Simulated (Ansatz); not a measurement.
`C=[CH][Ga]([NH2])[SiH3]` + `[SiH3]CS` → `C=CSC[SiH3]` + `[NH2][GaH][SiH3]`  (substitution at a C–Ga bond)

Isolated molecules relaxed with PBE0-D4/def2-TZVP in Ansatz; ΔE leaves out vibrations. CCSD(T)/CBS adds triple-zeta CCSD(T) − MP2 to the extrapolated MP2 energy (def2 sets, frozen cores). Functionals use def2-TZVPP. B3LYP here is the variant with VWN-RPA as its local correlation; programs differ in this. For Ga outer-core shells are correlated without core-valence functions, which leaves a few kJ/mol of doubt a bond. Scalar relativity is left out up to krypton. One conformer a species, not always the lowest.

```
             level  ΔE (kcal/mol)  difference from CCSD(T)/CBS
            PBE-D4            3.9                         -3.7
         r2SCAN-D4            4.5                         -3.1
          B3LYP-D4            5.4                         -2.2
            B2PLYP            6.5                         -1.1
            r2SCAN            4.5                         -3.1
              PBE0            5.2                         -2.4
     HF/def2-TZVPP            8.5                          0.9
    MP2/def2-TZVPP            7.5                         -0.1
SCS-MP2/def2-TZVPP            7.7                          0.1
CCSD(T)/def2-TZVPP            8.0                          0.4
     HF/def2-QZVPP            8.4                          0.8
    MP2/def2-QZVPP            7.2                         -0.4
SCS-MP2/def2-QZVPP            7.4                         -0.2
      HF/CBS(def2)            8.3                          0.7
     MP2/CBS(def2)            7.1                         -0.5
    CCSD/CBS(def2)            8.2                          0.6
       CCSD(T)/CBS            7.6                            0
```

Largest T1 diagnostic among the species: 0.015.

From PBE to PBE0 (25 % exact exchange), in def2-TZVPP and without D4, ΔE moves by +1.1 kcal/mol.
